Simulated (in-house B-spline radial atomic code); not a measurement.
A calculation on Ar: its settings, and results tabulated from the run. Method: non-relativistic r2SCAN, spin-polarised, spherical fractional occupations, point nucleus, inside a hard spherical wall at 8.22 bohr. Calculated with a radial B-spline atomic code at the basis-set limit.

Command:
```bash
python run_scf.py task.json out
```
Settings:
```
Z                18
configuration    [Ne] 3s1 3p6 3d1
hamiltonian      nr
method           r2scan
spin_polarised   True
wall_radius      8.22
```

Output (hartree, bohr):
```
 radial grid: 43 intervals, B-splines of order 8, outer radius 8.22 bohr

 iter        energy (Eh)    residual
    1        -526.398656    3.05e-02
    2        -526.401521    1.97e-03
    3        -526.401607    8.05e-04
    4        -526.401612    4.46e-04
    5        -526.401614    6.61e-05
    6        -526.401614    1.34e-05
    7        -526.401614    2.61e-06
    8        -526.401614    1.74e-07

 total energy                      -526.40161
 kinetic                             525.9161
 electron-nucleus                  -1249.3802
 Hartree                             227.6156
 exchange-correlation                -30.5531

 orbital      occ     eigenvalue          <r>       <r^2>       <1/r>       r_max
 1s up      1.000      -115.0241    0.0862074  0.00998809     17.5442     0.05655
 1s down    1.000      -115.0124    0.0862128  0.00998904     17.5429     0.05655
 2s up      1.000       -11.3055     0.414548    0.203858     3.54312        0.34
 2s down    1.000       -11.2949      0.41462    0.203797     3.54078      0.3401
 2p up      3.000        -8.8407     0.376559    0.176075     3.44796      0.2817
 2p down    3.000        -8.8276     0.376531     0.17591     3.44717      0.2818
 3s up      1.000        -1.1453      1.37588     2.18904      1.0039       1.167
 3p up      3.000        -0.5926       1.5612      2.8924    0.872073        1.26
 3p down    3.000        -0.5233      1.59392     3.02163    0.854597       1.276
 3d up      1.000         0.0715       3.6342     15.8689    0.369764       3.651
```

Time taken, with all properties: 0.07 s on 1 thread of Intel(R) Xeon(R) 6975P-C, with other jobs on the host.
